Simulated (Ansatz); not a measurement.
`C[SiH2][Se]C` → `C[Se]C` + `[SiH2]` at 400 K and 1 bar (silylene formation by 1,1-elimination).

Gas-phase electronic energies from Ansatz, PBE0-D4/def2-TZVP geometries. CCSD(T)/CBS adds triple-zeta CCSD(T) − MP2 to the extrapolated MP2 energy (def2 sets, frozen cores). This one scheme is used for every species. For Se outer-core shells are correlated without core-valence functions, which leaves a few kJ/mol of doubt a bond. Scalar relativity is left out up to krypton. One conformer a species, not always the lowest.

```
       species  CCSD(T)/CBS energy (Eh)  H − E (kJ/mol)  S (J/(mol·K))
`C[SiH2][Se]C`              -2770.73796           276.4          401.4
      `C[Se]C`              -2480.41768           220.1          324.2
      `[SiH2]`               -290.19011            44.2          218.1
```

H − E and S are ideal-gas, rigid-rotor, harmonic terms from PBE0-D4/def2-TZVP, for one conformer and one mirror image of each species. 1 Eh = 2625.50 kJ/mol, R = 8.31446 J/(mol·K).

Task: By hand: ΔE, ΔH, ΔS and ΔG.

Result: ΔE = (-2480.41768) + (-290.19011) − (-2770.73796) = 0.13017 Eh = 341.8 kJ/mol. Δ(H − E) = 220.1 + 44.2 − 276.4 = -12.1, so ΔH = 329.7 kJ/mol. ΔS = 324.2 + 218.1 − 401.4 = 140.9 J/(mol·K). ΔG = 329.7 − 400 × (140.9)/1000 = 273.3 kJ/mol.

Task: By hand: the equilibrium constant, and the temperature at which ΔG would vanish if ΔH and ΔS stayed fixed.

Result: log₁₀ K = −ΔG/(RT ln 10) = -35.7. ΔG = 0 at ΔH/ΔS = 2340 K.

The number of gas molecules changes by +1, which sets the sign of ΔS. A doubt of 5 kJ/mol in ΔE shifts log₁₀ K by 0.7 here. Other conformers and mirror images would add mixing entropy, several J/(mol·K) or more a flexible species. Modes under 60 cm⁻¹, often nearly free rotors, make the harmonic entropy too high. These are equilibria of isolated gas molecules and say nothing of rates. Largest T1 diagnostic: 0.014 (customary marks: 0.02 for closed shells, 0.045 for open ones).
